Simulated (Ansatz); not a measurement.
A search over several starts for the lowest SCF solution of the cluster PbSe₂ at the given spin, in a small basis.

```yaml
crystal:
  periodic: [false, false, false]
  atoms:
    - {symbol: Pb, position_ang: [0.731592, 1.303936, -0.687370]}
    - {symbol: Se, position_ang: [0.595178, -1.261910, 0.209282]}
    - {symbol: Se, position_ang: [-1.326770, -0.042025, 0.478088]}
basis:
  gaussian: {orbitals: def2-SVP}
hamiltonian: {xc: pbe0, dispersion: d4}
output: {orbitals: {seedname: orbitals}}
```

```sh
$ ansatz run in.yaml --threads 4 --pin off --events-out ev --progress --plain --max-ram 3916MiB
```

Shortened log:

```
Functional definition: PBE0
961 factors; integrals over basis functions are off by at most 7.5e-4 eV
mean field evaluation 1: about -135916.2262 eV, gradient 1.9e1 eV
mean field evaluation 2: about -135887.4865 eV, gradient 7.6e1 eV
mean field evaluation 4: about -135918.0581 eV, gradient 7.6e-1 eV
mean field evaluation 8: about -135918.0658 eV, gradient 9.9e-2 eV
mean field evaluation 16: about -135918.0658 eV, gradient 3.6e-5 eV
mean field -135918.06584887 eV, -4994.8967913721 hartree, gradient 3.6e-5 eV, S^2 0.000000; 0 other end points of the search recorded, 0 dependent functions left out
reference -135918.06586955 eV, -4994.8967921319 hartree; 45, 45 occupied and 45, 45 virtual orbitals, 961 factors
Total energy: -135918.18248057 eV, -4994.9010775078 hartree
```

Hardware: 4 threads of Arm Neoverse V2 on a shared host. Wall time 0.95 s.

In the def2 sets Pb takes a core potential; there is no spin–orbit coupling. The structure comes from a short search, and lower isomers may exist.
